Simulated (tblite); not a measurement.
Compound: C₄H₁₁GaSSi.
Z-matrix (Å and degrees, GFN2-xTB geometry), rows numbered from 1:
```
Si
S   1  2.1567
Ga  2  2.2546  1   96.91
C   3  2.0649  2  132.95  1    -4.09
C   4  1.5306  3   98.57  2   166.77
C   5  1.5433  4  111.42  3    40.45
C   6  1.5319  5  111.44  4   -60.53
H   1  1.4667  2  109.44  3    57.58
H   1  1.4661  2  109.10  3   -63.29
H   1  1.4550  2  102.38  3   177.33
H   4  1.0956  3  112.70  2   -76.95
H   4  1.0935  3  116.57  2    47.85
H   5  1.0934  4  111.13  3   162.11
H   5  1.0951  4  109.35  3   -78.99
H   6  1.0933  5  108.85  4   176.71
H   6  1.0953  5  108.15  4    59.82
H   7  1.0932  3  116.10  2    46.18
H   7  1.0954  3  112.58  2   -78.37
```

All values are computed: GFN2-xTB (tblite) harmonic vibrations without scaling, gas phase. Errors from tens to a few hundred cm⁻¹ against measured bands are possible. Modes of hydrogen on silicon can be 10 to 20 % off. One conformer, not necessarily the lowest.

Harmonic wavenumbers (cm⁻¹): 28.5, 51.5, 60.7, 84.7, 109.9, 158.5, 225.0, 262.5, 347.5, 409.1, 489.2, 493.9, 507.0, 531.9, 567.4, 585.8, 640.8, 740.6, 758.9, 769.9, 862.2, 876.8, 898.2, 1000.7, 1012.9, 1037.2, 1096.1, 1116.6, 1183.9, 1238.0, 1240.6, 1328.8, 1330.6, 1439.6, 1448.5, 1482.6, 1488.4, 2217.3, 2226.2, 2338.6, 2902.9, 2907.7, 2921.8, 2928.5, 2932.8, 2937.5, 2946.5, 2954.4.

A = 2949, B = 738.7, C = 608.9 MHz; mass 187.961 u (most abundant isotopes); point group C1, symmetry number 1.

Question: Zero-point energy?

Answer: ½Σν̃ = 29060 cm⁻¹ = 83.08 kcal/mol.

Question: Give the ideal-gas entropy at 298.15 K and 1 bar in the rigid-rotor, harmonic-oscillator model (classical rotation).

Answer: Translation 41.63, rotation 29.87, vibration 36.16: S = 107.7 cal/(mol K).

Question: And Cp and H(298.15 K) − H(0)?

Answer: Cp = 40.91 cal/(mol K), of which vibrations give 32.96 (their classical limit is 48 R = 95.4); H(298.15 K) − H(0) = 7.61 kcal/mol without the zero-point energy, 5.24 from vibrations.

Question: Blend soft modes into free rotors: weight 1/[1 + (100 cm⁻¹/ν̃)⁴] for the oscillator and the rest for a rotor with moment μB/(μ + B), μ = h/(8π²ν), B = 10⁻⁴⁴ kg m². What vibrational entropy results?

Answer: 31.52 cal/(mol K) in place of 36.16, which changes −T·S at 298.15 K by +1.39 kcal/mol.

Question: Which modes carry the vibrational entropy at 298.15 K?

Answer: 28.5 cm⁻¹: 5.93; 51.5 cm⁻¹: 4.76; 60.7 cm⁻¹: 4.43; 84.7 cm⁻¹: 3.78; 109.9 cm⁻¹: 3.27; 158.5 cm⁻¹: 2.57 cal/(mol K); the other 42 give 11.42 together.

Hindered rotation and anharmonicity are outside this model. Other conformers, if any are populated, would add a mixing term that is left out. The structure is chiral; the term R ln 2 for an equal mix with its mirror image is left out.
